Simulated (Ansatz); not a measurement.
`C[B]([SiH3])[SnH3]` + `[SiH3][SeH]` → `[SeH][SnH3]` + `CB([SiH3])[SiH3]`  (redistribution)

Program: Ansatz. Geometries: PBE0-D4/def2-TZVP. ΔE: electronic, gas phase. CCSD(T)/CBS is the MP2 limit (def2-TZVPP, def2-QZVPP) plus CCSD(T) − MP2 in def2-TZVPP, frozen cores. Functionals use def2-TZVPP. Elements past krypton have def2 core potentials. For Se, Sn outer-core shells are correlated without core-valence functions, which leaves a few kJ/mol of doubt a bond. Scalar relativity is left out up to krypton.

```csv
species,r2SCAN-D4 energy (Eh)
`C[B]([SiH3])[SnH3]`,-572.14813
`[SiH3][SeH]`,-2693.43521
`[SeH][SnH3]`,-2618.32988
`CB([SiH3])[SiH3]`,-647.25676
```

Work out ΔE.

ΔE = (-2618.32988) + (-647.25676) − (-572.14813) − (-2693.43521) = -0.00330 Eh = -2.1 kcal/mol. CCSD(T)/CBS gives -0.9 kcal/mol.

Largest T1 diagnostic among the species: 0.014.

In def2-TZVPP, CCSD(T) changes the Hartree–Fock value by +2.8 kcal/mol (the triples alone add +0.2 kcal/mol) and MP2 by +4.0 kcal/mol.
